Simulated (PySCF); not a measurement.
Cu(I) anion (CuI), SMILES [Cu][I] (connectivity only; charge and spin as stated), charge -1, multiplicity 2.

Coordinates come from a PBE0-D3(BJ)/def2-TZVPD optimisation. The spin state was assumed, not searched. The def2 effective core potentials stand for the cores of I; spin–orbit coupling is left out.

These are PBE/def2-TZVPD run with PySCF values and carry that method's errors.

Gas-phase values at a fixed geometry. A positive occupied level means that this level leaves the electron formally unbound; only the finite basis holds it.

| Property | Result |
|---|---|
| total energy | -1938.07552 hartree |
| point group | C∞v |
| α spin, highest occupied and lowest empty level | 0.88 and 2.90 eV |
| β spin, highest occupied and lowest empty level | -0.30 and 1.77 eV |
| dipole moment about the centre of nuclear charge | 2.50 D |
| mean static polarisability | 138.5 bohr³ (20.52 Å³) |
| polarisability, principal values | 110.1, 110.1, 195.1 bohr³ |
| ⟨S²⟩ | 0.753 (pure state 0.75) |
